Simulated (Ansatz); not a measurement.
Input for Ansatz (a first-principles code): R-revPBE/def2-TZVPPD on GeH4 (SMILES [GeH4]). Files ending in .json are basis or fitting sets from the Basis Set Exchange.

Ansatz 0.2 input:
```yaml
crystal:
  periodic: [false, false, false]
  atoms:
    - {symbol: Ge, position_ang: [-0.02006043, -0.15959238, 3.70481969]}
    - {symbol: H, position_ang: [-0.95539502, 0.99123491, 3.31036906]}
    - {symbol: H, position_ang: [1.40590568, 0.14446179, 3.22442858]}
    - {symbol: H, position_ang: [-0.51050886, -1.46905570, 3.07253046]}
    - {symbol: H, position_ang: [-0.01627015, -0.30704963, 5.23644882]}
basis:
  gaussian:
    orbitals: def2-TZVPPD.json
hamiltonian:
  xc: {name: revPBE}
scf: {lower_state_search: off}
```

Program output:

```
WARN ansatz: RAYON_NUM_THREADS=1 ignored (pool sized by the plan → 1); use --threads N
Functional definition: revPBE
these checks for a lower state are left out or cut short: stability, starts, cluster_reference, orbital_swaps, neighbouring_geometries, increment
integrals: 0.03 GiB planned
609 factors; their error is unknown
mean field: 0.30 GiB planned
mean field evaluation 1: about -56577.8339 eV, gradient 2.5e1 eV
mean field evaluation 2: about -56578.1829 eV, gradient 2.7e1 eV
mean field evaluation 4: about -56578.6578 eV, gradient 5.2e-1 eV
mean field evaluation 8: about -56578.6543 eV, gradient 9.6e-4 eV
mean field -56578.65429509 eV, -2079.2271949553 hartree, gradient 4.4e-6 eV, S^2 0.000000; 0 other end points of the search recorded, 0 dependent functions left out
reference -56578.65433303 eV, -2079.2271963495 hartree; 18, 18 occupied and 104, 104 virtual orbitals, 609 factors
Total energy: -56578.65433303 eV, -2079.2271963495 hartree
Checks for a lower state left out: stability, starts, cluster_reference, orbital_swaps, neighbouring_geometries, increment
```

The calculation finished and met its thresholds.

Cost: very roughly 1.1 core-seconds.
